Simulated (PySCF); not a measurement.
## V: excitation energy

V [Ar] 3d3 4s2 (4F) → V [Ar] 3d2 4s2 4p1 (high-spin determinant), as a difference of total energies. All numbers are calculated (PySCF 2.14, scalar relativity by spin-free X2C-1e, in x2c-QZVPPall (11s7p5d3f2g, 96 functions)). The calculations carry no spin-orbit coupling.

| method | excitation energy (eV) |
| --- | --- |
| LDA | 6.512 |
| PBE | 6.285 |
| r2SCAN | 6.422 |
| TPSS | 6.049 |
| wB97X-V | 5.977 |
| HSE06 | 6.072 |
| CAM-B3LYP | 6.100 |

The basis was made for the ground configuration and has no added diffuse functions, so the excitation energy can come out too high.

The determinant of the upper state mixes LS terms, which raises its energy above the lowest term, most at the Hartree-Fock and MP2 levels.
